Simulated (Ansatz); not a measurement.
Ansatz (a quantum-chemistry and plane-wave program) input (PBE/def2-TZVPD):

Ansatz 0.2 input:
```yaml
crystal:
  periodic: [false, false, false]
  atoms:
    - {symbol: Pb, position_ang: [0.00287726, 0.00331022, 0.46954697]}
    - {symbol: Cl, position_ang: [1.23637282, 1.42415907, -1.15015183]}
    - {symbol: Cl, position_ang: [-1.25025137, -1.44012601, -1.11472177]}
basis:
  gaussian:
    orbitals: def2-TZVPD
hamiltonian:
  xc: {name: PBE}
output: {forces: true}
```

Output:

```
Functional definition: PBE
integrals: 0.07 GiB planned
956 factors; their error is unknown
mean field: 0.48 GiB planned
mean field evaluation 1: about -30286.0219 eV, gradient 2.9e1 eV
mean field evaluation 2: about -30263.7810 eV, gradient 9.0e1 eV
mean field evaluation 4: about -30288.4560 eV, gradient 4.1e0 eV
mean field evaluation 8: about -30288.4885 eV, gradient 1.1e-1 eV
mean field evaluation 16: about -30288.4885 eV, gradient 3.2e-6 eV
mean field -30288.48852291 eV, -1113.0814229420 hartree, gradient 2.9e-6 eV, S^2 0.000000; 0 other end points of the search recorded, 0 dependent functions left out
the calculation of the forces begins
reference -30288.48858041 eV, -1113.0814250551 hartree; 28, 28 occupied and 120, 120 virtual orbitals, 956 factors
Total energy: -30288.48858041 eV, -1113.0814250551 hartree
Atom 0 at     0.002877     0.003310     0.469547 Å, force    -0.000069    -0.000080    -0.011313 eV/Å
Atom 1 at     1.236373     1.424159    -1.150152 Å, force     0.007580     0.008732     0.005549 eV/Å
Atom 2 at    -1.250251    -1.440126    -1.114722 Å, force    -0.007511    -0.008652     0.005764 eV/Å
Dipole moment:     0.005586     0.006426     0.911545 e Å
```
